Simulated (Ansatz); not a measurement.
Consider the homolysis of the Br–Si bond: `[SiH3]O[SiH2]Br` → Br• + `[SiH2]O[SiH3]`•.

Isolated molecules relaxed with PBE0-D4/def2-TZVP in Ansatz; ΔE leaves out vibrations. CBS: MP2 limit from def2 TZ/QZ plus the TZ coupled-cluster correction, frozen cores. Functionals use def2-TZVPP. No spin–orbit coupling; open shells (•) take unrestricted orbitals. Spin–orbit coupling would lower the free atoms: clearly for Br. For Br outer-core shells are correlated without core-valence functions, so the limit isn't a true one: a few kJ/mol of doubt a bond, and 10 to 20 or more in all where bonds break to atoms. Scalar relativity is left out up to krypton. One conformer a species, not always the lowest.

```tsv
species	LDA (SPW92) energy (Eh)
`[SiH3]O[SiH2]Br`	-3225.09346
Br•	-2570.53496
`[SiH2]O[SiH3]`•	-654.37737
```

Work out ΔE.

ΔE = (-2570.53496) + (-654.37737) − (-3225.09346) = 0.18113 Eh = +475.6 kJ/mol. CCSD(T)/CBS gives +441.7 kJ/mol.

Largest T1 diagnostic among the species: 0.014.

From r2SCAN to r2SCAN0 (25 % exact exchange), in def2-TZVPP and without D4, ΔE moves by −4.0 kJ/mol: exact exchange takes away binding that semilocal exchange gives to molecules. Leaving LDA and LC-ωPBE aside and taking each functional with its dispersion term where it has one, the values, not all of them listed here, spread over 27.0 kJ/mol, from BLYP-D4 to ωB97M-V. LDA lies +61.8 kJ/mol from PBE without D4, its usual overbinding.
